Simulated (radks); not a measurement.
Q: The mean radii <r> (bohr) of the occupied orbitals of an atom or ion are listed with their occupations. All-electron calculation, non-relativistic Kohn-Sham, BLYP, spin-polarised, spherical densities, point nucleus. Program: a radial shooting solver on a logarithmic mesh with Libxc functionals.

orbital  occ.      <r>
1s up       1  0.09729
1s down     1  0.09728
2s up       1   0.4804
2s down     1   0.4803
2p up       3   0.4416
2p down     3   0.4415
3s up       1    1.521
3s down     1    1.525
3p up       1    1.659

Name the element and its charge. Open shells, if any, are filled with parallel spins first.

A: Z = 16, sulfur, charge +3: S3+ in [Ne] 3s2 3p1. The 1s radius gives Z: for a bare nucleus <r> = 1.5/Z, 0.09375 bohr for Z = 16, and screening makes it slightly larger (0.09729 here). The occupations add up to 13, and the charge is Z minus that.
